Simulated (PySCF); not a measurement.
## Pauling's electronegativity from computed bond energies: partners of Cu

PBE in PySCF with def2-TZVPPD on every atom, for the lowest determinant that a PBE0 search found; no spin–orbit coupling. De of Cu2 is 2.11 eV.

```json
{"B": "Cl", "De(B₂) (eV)": "2.85", "De(CuB) (eV)": "3.77"}
{"B": "H", "De(B₂) (eV)": "4.54", "De(CuB) (eV)": "2.80"}
{"B": "Br", "De(B₂) (eV)": "2.50", "De(CuB) (eV)": "3.44"}
{"B": "F", "De(B₂) (eV)": "2.28", "De(CuB) (eV)": "4.36"}
```

Q: With Δ = De(CuB) − [De(Cu₂) + De(B₂)]/2, give Δ and the electronegativity difference √(Δ/eV).

A: 

```csv
B,Δ (eV),√Δ
Cl,1.29,1.14
H,-0.53,none (Δ < 0)
Br,1.14,1.07
F,2.17,1.47
```

The rule was made for single bonds and measured bond energies; here it is fed with computed well depths. With the arithmetic mean Δ turns negative when the two homonuclear bonds differ much, as for alkali hydrides.

Closed-shell solutions of metal pairs were not tested for spin polarisation, which can lower them a little.
